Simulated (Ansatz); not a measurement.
Species: ethoxy(trimethyl)silane, C5H14OSi, net charge 0, singlet state. 
Geometry from a B3LYP-D3(BJ)/def2-TZVP (Ansatz, an electronic-structure program) optimisation:
```xyz
21

C      3.0657     0.6639     0.5496
C      1.5703     0.8848     0.6506
O      0.8944    -0.1374    -0.0641
Si    -0.7518    -0.2673    -0.2055
C     -1.0370    -1.7893    -1.2462
C     -1.5338    -0.4571     1.4883
C     -1.4515     1.2580    -1.0426
H      3.3359    -0.3060     0.9694
H      3.3835     0.6855    -0.4938
H      3.6053     1.4418     1.0942
H      1.2597     0.8765     1.7026
H      1.3072     1.8674     0.2402
H     -0.5679    -1.6843    -2.2265
H     -0.6154    -2.6743    -0.7655
H     -2.1044    -1.9647    -1.3998
H     -1.1265    -1.3232     2.0146
H     -2.6145    -0.5957     1.4027
H     -1.3664     0.4241     2.1121
H     -1.2832     2.1589    -0.4479
H     -2.5303     1.1597    -1.1877
H     -0.9952     1.4128    -2.0229
```
Charge 0, spin multiplicity 1.

Basis-set convergence of Hartree-Fock and CCSD(T) correlation energies (hartree) with Ansatz. Correlated levels leave the core frozen unless marked. Spin-orbit coupling is left out. Non-relativistic.

```csv
basis,functions,E(HF),"E(corr, CCSD(T))"
cc-pV(D+d)Z,177,-561.38222,-1.13135
cc-pV(T+d)Z,415,___,___
```

Task: What belongs in the gaps?

Result: 
- cc-pV(T+d)Z, E(HF): -561.48671
- cc-pV(T+d)Z, E(corr, CCSD(T)): -1.37445
